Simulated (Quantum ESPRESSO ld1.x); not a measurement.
The numbers below are computed, except where a source is named.
Input (ld1.x (Quantum ESPRESSO 7.5)):

```
 &input
    atom='Te',
    iswitch=1,
    rel=0,
    lsd=1,
    dft='SLA-VWN',
    config='[Kr] 4d1',
    prefix='ld1',
    max_out_wfc=37,
    file_charge='ld1.rho',
 /
```

Command: `OMP_NUM_THREADS=1 ld1.x < ld1.in > ld1.out`

Standard output:

```
     Program LD1 v.7.5 starts

     --------------------------- All-electron run ----------------------------

     atomic number is 52.00
     dft =SLA-VWN   lsd =1 sic =0 latt =0  beta=0.20 tr2=1.0E-14
     Exchange-correlation= SLA-VWN
                           (   1   2   0   0   0   0   0)
     mesh =1945 r(mesh) =  99.55958 a.u. xmin = -7.00 dx = 0.00800
     1 Ry =  13.60569312 eV

     n l     nl                  e(Ry)          e(Ha)          e(eV)
     1 0     1S 1( 1.00)     -2258.0296     -1129.0148    -30722.0577
     2 0     2S 1( 1.00)      -360.4877      -180.2438     -4904.6845
     2 1     2P 1( 3.00)      -340.0996      -170.0498     -4627.2912
     3 0     3S 1( 1.00)       -91.6248       -45.8124     -1246.6194
     3 1     3P 1( 3.00)       -83.1162       -41.5581     -1130.8535
     4 0     4S 1( 1.00)       -33.8978       -16.9489      -461.2036
     4 1     4P 1( 3.00)       -30.7367       -15.3683      -418.1940
     3 2     3D 1( 5.00)       -67.3564       -33.6782      -916.4305
     4 2     4D 1( 1.00)       -25.2140       -12.6070      -343.0534
     1 0     1S 2( 1.00)     -2258.0284     -1129.0142    -30722.0415
     2 0     2S 2( 1.00)      -360.4510      -180.2255     -4904.1851
     2 1     2P 2( 3.00)      -340.0709      -170.0354     -4626.8999
     3 0     3S 2( 1.00)       -91.5986       -45.7993     -1246.2620
     3 1     3P 2( 3.00)       -83.0889       -41.5444     -1130.4817
     4 0     4S 2( 1.00)       -33.7806       -16.8903      -459.6079
     4 1     4P 2( 3.00)       -30.6202       -15.3101      -416.6094
     3 2     3D 2( 5.00)       -67.3220       -33.6610      -915.9619
     4 2     4D 2( 0.00)       -25.0995       -12.5498      -341.4963

     final scf error:  1.0E-15 reached in  17 iterations

     Etot =  -13053.392330 Ry,   -6526.696165 Ha, -177600.450253 eV
     Total magnetization:    1.00 Bohr mag.

     Ekin =   13047.477568 Ry,    6523.738784 Ha,  177519.975820 eV
     Encl =  -30038.830106 Ry,  -15019.415053 Ha, -408699.104190 eV
     Eh   =    4243.598553 Ry,    2121.799277 Ha,   57737.099655 eV
     Exc  =    -305.638346 Ry,    -152.819173 Ha,   -4158.421539 eV

     normalization and overlap integrals

     s(1S/1S) =  1.000000  <r> =   0.0293  <r2> =    0.0011  r(max) =   0.0194
     s(1S/2S) = -0.000000
     s(1S/3S) =  0.000000
     s(1S/4S) =  0.000000
     s(2S/2S) =  1.000000  <r> =   0.1261  <r2> =    0.0187  r(max) =   0.1074
     s(2S/3S) =  0.000000
     s(2S/4S) = -0.000000
     s(2P/2P) =  1.000000  <r> =   0.1074  <r2> =    0.0140  r(max) =   0.0838
     s(2P/3P) = -0.000000
     s(2P/4P) =  0.000000
     s(3S/3S) =  1.000000  <r> =   0.3344  <r2> =    0.1275  r(max) =   0.3038
     s(3S/4S) = -0.000000
     s(3P/3P) =  1.000000  <r> =   0.3244  <r2> =    0.1218  r(max) =   0.2919
     s(3P/4P) = -0.000000
     s(4S/4S) =  1.000000  <r> =   0.7354  <r2> =    0.6068  r(max) =   0.6982
     s(4P/4P) =  1.000000  <r> =   0.7521  <r2> =    0.6383  r(max) =   0.7095
     s(3D/3D) =  1.000000  <r> =   0.2940  <r2> =    0.1020  r(max) =   0.2371
     s(3D/4D) =  0.000000
     s(4D/4D) =  1.000000  <r> =   0.7847  <r2> =    0.7030  r(max) =   0.7267
     s(1S/1S) =  1.000000  <r> =   0.0293  <r2> =    0.0011  r(max) =   0.0194
     s(1S/2S) = -0.000000
     s(1S/3S) =  0.000000
     s(1S/4S) =  0.000000
     s(2S/2S) =  1.000000  <r> =   0.1261  <r2> =    0.0187  r(max) =   0.1074
     s(2S/3S) =  0.000000
     s(2S/4S) =  0.000000
     s(2P/2P) =  1.000000  <r> =   0.1074  <r2> =    0.0140  r(max) =   0.0838
     s(2P/3P) =  0.000000
     s(2P/4P) =  0.000000
     s(3S/3S) =  1.000000  <r> =   0.3343  <r2> =    0.1275  r(max) =   0.3038
     s(3S/4S) = -0.000000
     s(3P/3P) =  1.000000  <r> =   0.3244  <r2> =    0.1217  r(max) =   0.2919
     s(3P/4P) = -0.000000
     s(4S/4S) =  1.000000  <r> =   0.7355  <r2> =    0.6070  r(max) =   0.6982
     s(4P/4P) =  1.000000  <r> =   0.7523  <r2> =    0.6387  r(max) =   0.7095
     s(3D/3D) =  1.000000  <r> =   0.2940  <r2> =    0.1020  r(max) =   0.2371
     s(3D/4D) = -0.000000
     s(4D/4D) =  1.000000  <r> =   0.7851  <r2> =    0.7040  r(max) =   0.7267

     ------------------------ End of All-electron run ------------------------
```

Run on one thread of a shared host, so times are rough (Intel(R) Xeon(R) Processor @ 2.60GHz): 0.58 s of CPU time, 0.63 s wall, 17 iterations on 1945 mesh points.
